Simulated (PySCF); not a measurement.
C2H4Cl2Si2, SMILES Cl[SiH](Cl)C#C[SiH3].

Geometry optimised at PBE0-D3(BJ)/def2-SVP. This is a generated structure with no PubChem entry under its InChIKey; it may be hypothetical.

The numbers are results of PBE/def2-TZVP in PySCF, not measurements.

Isolated molecule, no solvent.

Computed frontier levels, gap, dipole moment and polarisability:
```yaml
highest_occupied_level: -7.36 eV
lowest_empty_level: -2.22 eV
orbital_gap: 5.14 eV
dipole_moment: 1.70 D
quadrupole, principal values (traceless, Buckingham form, about the centre of nuclear charge): -4.35, -1.85, 6.21 D·Å
mean_static_polarisability: 102.7 bohr³ (15.22 Å³)
polarisability_principal_values: 76.4, 90.4, 141.3 bohr³
```
